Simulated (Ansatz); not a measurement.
Reaction (ligand exchange at a Mo–F bond): `[F][Mo]([F])(=[S])=[S]` + NH₃ → `[NH2][Mo]([F])(=[S])=[S]` + H–F

Isolated molecules relaxed with PBE0-D4/def2-TZVP in Ansatz; ΔE leaves out vibrations. CCSD(T)/CBS adds triple-zeta CCSD(T) − MP2 to the extrapolated MP2 energy (def2 sets, frozen cores). This one scheme is used for every species. def2 core potentials past Kr. For Mo outer-core shells are correlated without core-valence functions, which leaves a few kJ/mol of doubt a bond. One conformer a species, not always the lowest.

`[F][Mo]([F])(=[S])=[S]`:

Cartesian coordinates in Å:
```
F 1.031 -0.330 -1.539
Mo -0.028 -0.045 -0.074
F -1.705 -0.756 -0.244
S 0.894 -0.878 1.602
S -0.192 2.009 0.255
```

NH₃:

Cartesian coordinates in Å:
```
N 0.036 0.271 0.069
H -0.912 0.083 -0.232
H 0.649 -0.010 -0.687
H 0.228 -0.344 0.850
```

`[NH2][Mo]([F])(=[S])=[S]`:

Z-matrix (Å, degrees):
```
Mo
F 1 1.846
S 1 2.096 2 110.4
N 1 1.898 2 110.4 3 118.8
S 1 2.096 2 110.4 3 -122.5
H 4 1.010 1 123.4 2 -96.2
H 4 1.010 1 123.4 2 96.2
```

H–F:

```xyz
2

F     0.338    0.172   -0.261
H    -0.338   -0.172    0.261
```

| species | CCSD/def2-TZVPP energy (Eh) |
| --- | --- |
| `[F][Mo]([F])(=[S])=[S]` | -1063.08182 |
| NH₃ | -56.46834 |
| `[NH2][Mo]([F])(=[S])=[S]` | -1019.20386 |
| H–F | -100.33828 |

Q: Work out ΔE.

A: ΔE = (-1019.20386) + (-100.33828) − (-1063.08182) − (-56.46834) = 0.00802 Eh = +0.22 eV. CCSD(T)/CBS gives +0.20 eV.

Largest T1 diagnostic among the species: 0.025, so the coupled-cluster value is less sure than usual.

From r2SCAN to r2SCAN0 (25 % exact exchange), in def2-TZVPP and without D4, ΔE moves by −0.10 eV. The D4 term adds −0.08 eV with B3LYP and −0.05 eV with PBE0; it sums over pairs of atoms, weighted by their polarisabilities, and B3LYP, whose exchange is more repulsive, gets the larger term.

B3LYP here is the variant with VWN-RPA as its local correlation; programs differ in this.
